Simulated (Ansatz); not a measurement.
Species: C2H2F2, charge 0, singlet. C2H2F2 (1,1-difluoroethene, SMILES FC(=C)F).
B3LYP-D3(BJ)/def2-TZVP minimum from Ansatz (an electronic-structure program):
```
C
C 1 1.3156
F 1 1.3225 2 125.22
F 1 1.3225 2 125.22 3 -180.00
H 2 1.0775 1 119.81 3 0.00
H 2 1.0775 5 120.39 1 180.00
```
Charge 0, spin multiplicity 1.

Hartree-Fock and MP2 correlation energies in hartree (Ansatz). Open shells are spin-unrestricted; no spin-orbit coupling. Correlated methods leave the cores frozen. No relativity.

| basis | X | E(HF) | E(corr, MP2) |
|---|---|---|---|
| cc-pVTZ | 3 | -275.84930 | -0.81633 |
| cc-pVQZ | 4 | -275.87072 | -0.88365 |
| cc-pV5Z | 5 | -275.87643 | withheld |

Task: Fit E(corr) = E∞ + A/X³ to X = 3 and 4, predict X = 5, and compare with the run.

Result: A = (-0.81633 - (-0.88365))/(1/27 - 1/64) = 3.1440; E∞ = -0.88365 - A/64 = -0.93278; at X = 5, E∞ + A/125 = -0.90762. The run gave -0.91138, 3.76 mEh below the prediction. The same form on X = 4 and 5 gives E∞ = -0.94047, 7.70 mEh below the first estimate.
